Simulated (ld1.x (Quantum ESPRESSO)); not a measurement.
## An all-electron radial function and its pseudo partner (Yb)

Columns: radius, all-electron u(r) and pseudo u(r) of the 5s shell (level -58.32 eV) of ytterbium in the configuration [Kr] 4d10 4f13 5s2 5p6 5d2 6s1 6p0; PW91, scalar-relativistic, RRKJ scheme, ld1.x (Quantum ESPRESSO) 7.5.

| r (bohr) | all-electron | pseudo |
| --- | --- | --- |
| 0.118 | 0.2222 | 0.0772 |
| 0.235 | 0.0654 | 0.1610 |
| 0.353 | -0.5403 | 0.2605 |
| 0.470 | -0.4332 | 0.3811 |
| 0.588 | 0.0470 | 0.5287 |
| 0.705 | 0.5223 | 0.6951 |
| 0.822 | 0.8541 | 0.8609 |
| 0.940 | 1.0307 | 0.9931 |
| 1.058 | 1.0821 | 1.0569 |
| 1.175 | 1.0502 | 1.0427 |
| 1.292 | 0.9697 | 0.9690 |
| 1.410 | 0.8644 | 0.8644 |
| 1.528 | 0.7515 | 0.7515 |
| 1.645 | 0.6424 | 0.6424 |
| 1.763 | 0.5407 | 0.5407 |
| 1.880 | 0.4509 | 0.4509 |
| 1.998 | 0.3722 | 0.3722 |
| 2.115 | 0.3057 | 0.3057 |
| 2.232 | 0.2496 | 0.2496 |
| 2.350 | 0.2026 | 0.2026 |
| 2.468 | 0.1638 | 0.1638 |
| 2.585 | 0.1322 | 0.1322 |
| 2.702 | 0.1065 | 0.1065 |
| 2.820 | 0.0854 | 0.0854 |
| 2.938 | 0.0684 | 0.0684 |
| 3.055 | 0.0547 | 0.0547 |

(1) How many radial nodes do the two functions have?

(2) At about which radius was the pseudo-wave matched?

(3) Where does each function peak?

(4) Is the pseudo-wave norm-conserving?

Results:

(1) The all-electron 5s function has n − l − 1 = 4 (the table is too coarse to show those close to the nucleus); the pseudo-wave has 0, since the states of the same l below it are removed with the core.

(2) 1.45 bohr, where the columns begin to agree (steps of 0.12 bohr).

(3) Outermost all-electron maximum near 1.06 bohr, pseudo maximum near 1.06 bohr (to the table’s step).

(4) Yes: the RRKJ scheme keeps the norm inside the radius equal to the all-electron one, which fixes the energy derivative of the logarithmic derivative at the level.
